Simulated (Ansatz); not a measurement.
Wavefunction ladder for `[C]#C[SiH2]C=C` radical

```xyz
10

C     1.6207   -2.9579   -0.3966
C     0.9991   -2.0381    0.0914
Si    0.0756   -0.6312    0.8178
C     0.2245    0.8631   -0.2686
C    -0.8368    1.4597   -0.8038
H    -1.3540   -1.0114    0.9368
H     0.6522   -0.3889    2.1647
H     1.2122    1.2726   -0.4723
H    -1.8450    1.0902   -0.6377
H    -0.7486    2.3419   -1.4317
```

Charge 0, multiplicity 2. The structure was optimised at the PBE0-D4/def2-TZVP level. It is one conformer, not always the lowest. Frozen core, unrestricted reference, Ansatz.

```tsv
basis	HF (Eh)	MP2 corr.	CCSD corr.	(T)	CCSD(T) total
def2-SVP	-442.94840	?	?	?	?
def2-TZVPP	-443.22554	-0.67222	–	–	–
def2-QZVPP	?	-0.71814	–	–	–
```

(1) Fill in the withheld values. (An estimate is asked.)

Results:

(1) Computed: def2-SVP MP2 corr.: -0.54544; def2-SVP CCSD corr.: -0.61910; def2-SVP (T): -0.02481; def2-SVP CCSD(T) total: -443.59231; def2-QZVPP HF (Eh): -443.24088.
